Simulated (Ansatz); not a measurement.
Coupled-cluster run, C2H6F2Ge, SMILES `FC[CH2][GeH2][F]`.

```yaml
crystal:
  periodic: [false, false, false]
  atoms:
    - {symbol: F, position_ang: [-0.909227, 1.502107, 1.925712]}
    - {symbol: C, position_ang: [0.000709, 0.846198, 1.110672]}
    - {symbol: C, position_ang: [-0.724815, 0.098317, 0.024018]}
    - {symbol: Ge, position_ang: [0.488279, -0.844986, -1.173535]}
    - {symbol: F, position_ang: [1.410111, -1.931505, -0.161872]}
    - {symbol: H, position_ang: [0.580243, 0.168756, 1.743603]}
    - {symbol: H, position_ang: [0.673010, 1.605913, 0.699062]}
    - {symbol: H, position_ang: [-1.404369, -0.638518, 0.459619]}
    - {symbol: H, position_ang: [-1.323805, 0.789205, -0.577421]}
    - {symbol: H, position_ang: [1.524760, 0.074517, -1.839269]}
    - {symbol: H, position_ang: [-0.249395, -1.727002, -2.190089]}
basis:
  gaussian: {orbitals: def2-TZVPP}
correlation: {method: ccsd_t}
```

```sh
$ ansatz run in.yaml --threads 4 --pin off --events-out ev --progress --plain --max-ram 10444MiB
```

Log, shortened:

```
Functional definition: HF
1570 factors; integrals over basis functions are off by at most 7.8e-4 eV
mean field evaluation 1: about -64041.6821 eV, gradient 4.1e1 eV
mean field evaluation 2: about -64041.8630 eV, gradient 4.1e1 eV
mean field evaluation 4: about -64045.4317 eV, gradient 4.1e0 eV
mean field evaluation 8: about -64045.4898 eV, gradient 2.9e-1 eV
mean field -64045.49001123 eV, -2353.6283463202 hartree, gradient 1.6e-6 eV, S^2 0.000000; 0 other end points of the search recorded, 0 dependent functions left out
13 core orbitals not correlated: weight in the atoms' cores, before any rotation towards them, 1.000 or more for the frozen orbitals, at most 0.000 for the correlated occupied ones
reference -64045.49001123 eV, -2353.6283463202 hartree; 21, 21 occupied and 222, 222 virtual orbitals, 1570 factors
second order -30.01712235 eV of doubles, -0.00000000 eV of singles
cycle   1  -29.92406593 eV  change    9.3e-2 eV  update   1.2e-1
cycle   2  -30.64429344 eV  change   -7.2e-1 eV  update   3.4e-2
cycle   3  -30.79743827 eV  change   -1.5e-1 eV  update   1.7e-2
cycle   4  -30.78229358 eV  change    1.5e-2 eV  update   3.4e-3
cycle   5  -30.77990245 eV  change    2.4e-3 eV  update   1.4e-3
cycle   6  -30.78086345 eV  change   -9.6e-4 eV  update   3.8e-4
cycle   7  -30.78078235 eV  change    8.1e-5 eV  update   1.4e-4
cycle   8  -30.78068390 eV  change    9.8e-5 eV  update   4.6e-5
cycle   9  -30.78068272 eV  change    1.2e-6 eV  update   1.6e-5
perturbative correction -1.02380461 eV, -0.0376241254 hartree
Total energy: -64077.29449855 eV, -2354.7971396715 hartree
```

Hardware: 4 threads of an Arm Neoverse V1 on a shared host. Wall time 5.7 min, peak host memory 6.3 GiB.

The correlation energy is -31.804 eV, 3.2 % of it from (T); the T1 diagnostic reads 0.0112.
